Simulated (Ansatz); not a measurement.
Isolated molecules relaxed with PBE0-D4/def2-TZVP in Ansatz; ΔE leaves out vibrations. CCSD(T)/CBS is the MP2 limit (def2-TZVPP, def2-QZVPP) plus CCSD(T) − MP2 in def2-TZVPP, frozen cores. DFT in def2-TZVPP. B3LYP here is the variant with VWN-RPA as its local correlation; programs differ in this. HSE06 is defined as in plane-wave codes. Open shells (•) are unrestricted, without spin–orbit coupling. Spin–orbit coupling would lower the free atoms: strongly for I. Elements past krypton have def2 core potentials. For I, Li outer-core shells are correlated without core-valence functions, so the limit isn't a true one: a few kJ/mol of doubt a bond, and 10 to 20 or more in all where bonds break to atoms.

Reaction (atomization): `[Li][I]` → I• + Li•

```tsv
level	ΔE (eV)	difference from CCSD(T)/CBS
LDA (SPW92)	4.11	0.14
PBE-D4	3.69	-0.28
revPBE-D4	3.56	-0.41
BLYP-D4	3.63	-0.34
r2SCAN-D4	3.77	-0.20
B97M-V	3.71	-0.26
PBE0-D4	3.69	-0.28
r2SCANh-D4	3.76	-0.21
HSE06-D4	3.70	-0.27
CAM-B3LYP-D4	3.71	-0.26
ωB97M-V	3.80	-0.17
B2PLYP	3.71	-0.26
PBE-QIDH	3.75	-0.22
PBE	3.67	-0.30
revPBE	3.53	-0.44
BLYP	3.59	-0.38
r2SCAN	3.76	-0.21
PBE0	3.67	-0.30
B3LYP	3.66	-0.31
r2SCANh	3.76	-0.21
r2SCAN0	3.75	-0.22
HSE06	3.68	-0.29
BHLYP	3.64	-0.33
CAM-B3LYP	3.69	-0.28
RPA@PBE/def2-TZVPP	3.10	-0.87
HF/def2-SVP	2.83	-1.14
MP2/def2-SVP	3.50	-0.47
CCSD/def2-SVP	3.40	-0.57
CCSD(T)/def2-SVP	3.42	-0.55
HF/def2-TZVPP	2.78	-1.19
MP2/def2-TZVPP	3.76	-0.21
SCS-MP2/def2-TZVPP	3.66	-0.31
CCSD/def2-TZVPP	3.58	-0.39
CCSD(T)/def2-TZVPP	3.65	-0.32
HF/def2-QZVPP	2.80	-1.17
MP2/def2-QZVPP	3.95	-0.02
SCS-MP2/def2-QZVPP	3.86	-0.11
CCSD(T)/def2-QZVPP	3.86	-0.11
MP2/CBS(def2)	4.08	0.11
CCSD/CBS(def2)	3.90	-0.07
CCSD(T)/CBS	3.97	0
```

Largest T1 diagnostic among the species: 0.007.

At CCSD(T), def2-SVP lies −0.55 eV from the extrapolated value and def2-TZVPP −0.32 eV: correlation converges slowly with the basis, and small sets miss more of it in the bonded molecule than in its fragments. In def2-TZVPP, CCSD(T) changes the Hartree–Fock value by +0.87 eV (the triples alone add +0.06 eV) and MP2 by +0.97 eV; breaking electron pairs costs correlation energy, which Hartree–Fock lacks. From BLYP to BHLYP (50 % exact exchange), in def2-TZVPP and without D4, ΔE moves by +0.04 eV.

For atomizations the MP2-based limit and the directly extrapolated one differ by several kJ/mol either way, and by 10 to 25 for some Ge, Se and Sn compounds, so smaller differences from it don't rank the levels.
